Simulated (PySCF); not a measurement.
H₂Te, SMILES [TeH2]. Coordinates come from a PBE0-D3(BJ)/def2-TZVPD optimisation. The def2 effective core potentials stand for the cores of Te; spin–orbit coupling is left out.

These are PBE0-D3(BJ)/def2-TZVPD (PySCF) values and carry that method's errors.

Harmonic wavenumbers (cm⁻¹): 888, 2165, 2173. Rotational constants (GHz): 187.0, 181.7, 92.15; symmetry number 2.

Q: Work out the zero-point energy and the ideal-gas rigid-rotor harmonic-oscillator thermochemistry at 298.15 K and 1 atm.

A: ZPE = ½ Σ hcν = ½ × 5226 cm⁻¹ = 7.47 kcal/mol. H − E(el) = 9.88 kcal/mol. Entropy in cal/(mol K): translation 40.49, rotation 13.92, vibration 0.15, total 54.55. G − E(el) = -6.39 kcal/mol. Cp = 8.48 cal/(mol K).
